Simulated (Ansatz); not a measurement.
The pair A = C2H2 (SMILES C#C) (first 4 atoms), B = CH3F (SMILES CF); geometry from B3LYP-D3(BJ)/def2-TZVP.
(charge 0, multiplicity 1):
| atom | x (Å) | y (Å) | z (Å) |
|---|---|---|---|
| C | -0.1330 | -0.1057 | 0.1122 |
| C | 0.3573 | 0.3816 | -0.8658 |
| H | -0.5598 | -0.5337 | 0.9899 |
| H | 0.7874 | 0.8110 | -1.7375 |
| C | 0.6280 | -0.0630 | 3.6387 |
| F | -0.4786 | -0.7875 | 3.1906 |
| H | 1.1110 | 0.3995 | 2.7779 |
| H | 0.2813 | 0.6996 | 4.3358 |
| H | 1.3122 | -0.7509 | 4.1350 |

Cores are frozen in the correlated methods. MP2 and its Hartree–Fock in aug-cc-pVQZ, aug-cc-pVTZ are density fitted.

Programs: Ansatz (Gaussian orbitals). 

The counterpoise-corrected interaction energy is E(AB) − E(A in the pair's basis) − E(B in the pair's basis). Total energies (hartree):

| level | AB | A in the pair's basis | B in the pair's basis |
|---|---|---|---|
| HF/aug-cc-pVTZ | -215.9492962 | -76.8505790 | -139.0970018 |
| MP2/aug-cc-pVTZ | -216.7092310 | -77.1638428 | -139.5417960 |
| HF/aug-cc-pVQZ | -215.9630353 | -76.8549550 | -139.1063471 |
| MP2/aug-cc-pVQZ | -216.7704279 | -77.1854477 | -139.5812352 |
| MP2/aug-cc-pVDZ | -216.5122712 | -77.0913194 | -139.4177287 |
| CCSD(T)/aug-cc-pVDZ | -216.5704698 | -77.1197251 | -139.4475663 |

Question: Work out the counterpoise-corrected interaction energy at the basis-set limit: extrapolate the MP2 correlation part as X⁻³, take Hartree–Fock from the larger set, and add the CCSD(T) − MP2 difference of aug-cc-pVDZ.

Answer: 
1. Differences (1 hartree = 627.509 kcal/mol): HF/aug-cc-pVTZ -1.076; MP2/aug-cc-pVTZ -2.254; HF/aug-cc-pVQZ -1.088; MP2/aug-cc-pVQZ -2.350; MP2/aug-cc-pVDZ -2.023; CCSD(T)/aug-cc-pVDZ -1.995.
2. Correlation parts, MP2 less HF: -1.178 in aug-cc-pVTZ (X = 3), -1.262 in aug-cc-pVQZ (X = 4).
3. Limit (4³·(-1.262) − 3³·(-1.178))/(4³ − 3³) = -1.324; with HF/aug-cc-pVQZ it gives -2.412.
4. CCSD(T) less MP2 in aug-cc-pVDZ: 0.028.
Result: -2.38 kcal/mol, against -2.25 at MP2/aug-cc-pVTZ. It is an estimate of this method's limit, not of the exact value.

Ansatz is an electronic-structure program.
